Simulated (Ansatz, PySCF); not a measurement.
Nb(OH)4 (H₄NbO₄), SMILES [OH][Nb]([OH])([OH])[OH] (connectivity only; charge and spin as stated), neutral, multiplicity 2. Atoms are numbered in the order given.

```xyz
9

Nb     0.0007     0.0001    -0.0041
O      1.5592     0.1923    -1.0986
H      2.2816    -0.4106    -1.3093
O      0.7876     0.1426     1.7348
H      1.1206     0.8959     2.2362
O     -1.1562     1.1115    -1.0483
H     -1.8841     1.6964    -0.8079
O     -1.1879    -1.4460     0.3952
H     -1.5156    -2.1813    -0.1356
```
Charge 0, spin multiplicity 2.

The structure is a stationary point at B3LYP-D3(BJ)/def2-SVP. The spin state was assumed, not searched. The def2 effective core potentials stand for the cores of Nb; spin–orbit coupling is left out. Other conformers were not sampled.

Two levels are set side by side: PBE-D3(BJ)/def2-SVP (Ansatz, a program for electronic structure) and B3LYP-D3(BJ)/def2-SVP (Ansatz). Each level has its own optimised geometry; the coordinates shown are those of the second. Frequencies come from the Hessian of PySCF at each geometry. Differences are taken from unrounded values.

```csv
quantity,B3LYP-D3(BJ),PBE-D3(BJ),PBE-D3(BJ) minus B3LYP-D3(BJ)
mean bond length (Å),1.439,1.445,0.006
bond Nb1–O2 (Å),1.914,1.918,0.004
bond Nb1–O4 (Å),1.914,1.918,0.004
bond Nb1–O6 (Å),1.914,1.918,0.004
bond Nb1–O8 (Å),1.914,1.918,0.004
bond O2–H3 (Å),0.964,0.972,0.008
bond O4–H5 (Å),0.964,0.972,0.008
bond O6–H7 (Å),0.964,0.972,0.008
bond O8–H9 (Å),0.964,0.972,0.008
highest harmonic wavenumber (cm⁻¹),3879,3774,-105
mean harmonic wavenumber (cm⁻¹),1074,1048,-26
zero-point energy (kcal/mol),32.23,31.46,-0.77
```

Exact exchange shortens and stiffens bonds; PBE has none. Differences between two approximate levels are no errors against the true value.
